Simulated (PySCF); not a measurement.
Where the electron goes

Species: C4H6Se.
Cartesian coordinates in Å at the PBE0-D3(BJ)/def2-SVP level; atoms count from 1:
```
atom  x, y, z in Å
C1     1.707    1.494    0.647
C2     1.384    0.380    0.297
C3     0.960   -0.942   -0.110
Se4   -0.575   -0.926   -1.339
C5    -1.802    0.003   -0.162
H6     2.007    2.479    0.953
H7     0.704   -1.560    0.765
H8     1.760   -1.461   -0.661
H9    -2.726    0.167   -0.732
H10   -1.378    0.973    0.133
H11   -2.029   -0.601    0.728
```

Level of theory: PySCF, TDDFT PBE0/def2-SVPD, vertical, gas phase, core orbitals frozen in the response. Relativistic effects, spin–orbit coupling among them, are left out although an element past zinc is present.

Frontier orbitals with the atoms that hold most of them (Löwdin shares over 4%, at most four atoms; ? is withheld):

```json
{"orbital": "LUMO+2", "ε (eV)": "0.55", "atoms": "Se4 30%, H7 13%, C2 12%, C1 11%"}
{"orbital": "LUMO+1", "ε (eV)": "0.27", "atoms": "Se4 53%, C5 8%, C2 8%, C1 8%"}
{"orbital": "LUMO", "ε (eV)": "-0.29", "atoms": "?"}
{"orbital": "HOMO", "ε (eV)": "?", "atoms": "Se4 73%, C5 10%, C3 8%"}
{"orbital": "HOMO-1", "ε (eV)": "-7.78", "atoms": "?"}
{"orbital": "HOMO-2", "ε (eV)": "-7.98", "atoms": "C1 42%, C2 39%, C3 8%"}
{"orbital": "HOMO-3", "ε (eV)": "-9.29", "atoms": "Se4 49%, C5 22%, C3 9%, C2 7%"}
```

Task: Give the leading atoms of the HOMO-1.

Result: C1 (bonded to C and H) 35%; C2 (bonded to 2 C) 32%; Se4 (bonded to 2 C) 16%; C3 (bonded to C, Se and 2 H) 8%. By element: carbon 76% or more, selenium 16%.

Task: Give the leading atoms of the LUMO.

Result: Se4 (bonded to 2 C) 50%; C3 (bonded to C, Se and 2 H) 14%; C1 (bonded to C and H) 12%; C2 (bonded to 2 C) 10%. By element: selenium 50%, carbon 36% or more.

Task: What is the HOMO energy, and the HOMO–LUMO gap?

Result: ε(HOMO) = -6.27 eV; the gap is 5.98 eV (0.2197 hartree).

Task: The HOMO–LUMO gap is 5.98 eV. Where does the response calculation put the lowest singlet, and from which orbitals?

Result: S1 is at 4.49 eV (f = 0.0028), 1.49 eV below the gap, made of HOMO→LUMO (96%). Without the coupling terms of the response equations the lowest excitation would equal the gap.

Task: One configuration dominates each of S1 and S2. Which, and how do the shares of the two leading atoms of either orbital change from the occupied to the empty one?

Result: 
- S1 (4.49 eV, f 0.0028), HOMO→LUMO (96%): Se4 73% → 50%, C5 10% → at most 10%, C3 8% → 14%
- S2 (5.31 eV, f 0.022), HOMO→LUMO+1 (93%): Se4 73% → 53%, C5 10% → 8%

Time: 37 s wall. Hardware: Arm Neoverse V2, one thread, no GPU (shared host).

One conformer stands for the species.
